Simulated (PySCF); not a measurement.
Compound: [CuF2]- (charge -1 and singlet state).
Z-matrix (Å and degrees, PBE0-D3(BJ)/def2-SVP geometry), rows numbered from 1:
```
Cu
F   1  1.7885
F   1  1.7885  2  180.00
```

Method: PBE0-D3(BJ)/def2-SVP geometry optimisation, gas phase in PySCF.

Take the most abundant isotopes and a rigid rotor. 

(1) What are the moment of inertia and the rotational constant?

(2) List the first levels of a rigid rotor in a Σ state.

(3) Has it a pure rotational spectrum?

## Answers

(1) I = 121.548 u·Å², B = 505379 MHz·u·Å²/I = 4158 MHz (0.1387 cm⁻¹, or 0.200 K as hB/k).

(2) E(J) = BJ(J+1): J = 1: 0.277, J = 2: 0.832, J = 3: 1.664, J = 4: 2.774, J = 5: 4.161, J = 6: 5.825 cm⁻¹.

(3) Not by electric dipole: D∞h allows no dipole (computed 0.00 D). Rotational Raman lines (ΔJ = 2) lie at B(4J + 6), spaced by 4B = 0.555 cm⁻¹, with nuclear-spin weights that differ between even and odd J.

No PBE0-D3(BJ)/def2-SVP frequencies stand behind this structure, so it isn't proved a minimum. The geometry's basis has no diffuse functions, a weakness for an anion. These are rigid-rotor constants of the computed structure; measured ground-state constants (B0) also hold zero-point vibration.
